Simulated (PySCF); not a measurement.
N-(silylmethyl)propan-1-amine (C4H13NSi), SMILES CCCNC[SiH3].

Geometry optimised at PBE-D3(BJ)/def2-SVP. One conformer was computed; it need not be the lowest.

Method: PBE/def2-TZVP (PySCF).

Gas-phase values at a fixed geometry.

```
Quantity                                                                                                        Value
---------------------------------------------------------------------------------------------  ----------------------
total energy                                                                                       -504.11080 hartree
highest occupied level                                                                                       -5.15 eV
lowest empty level                                                                                           -0.14 eV
orbital gap                                                                                                   5.01 eV
dipole moment                                                                                               0.261 e·Å
quadrupole, principal values (traceless, Buckingham form, about the centre of nuclear charge)  -3.52, -0.26, 3.78 D·Å
```
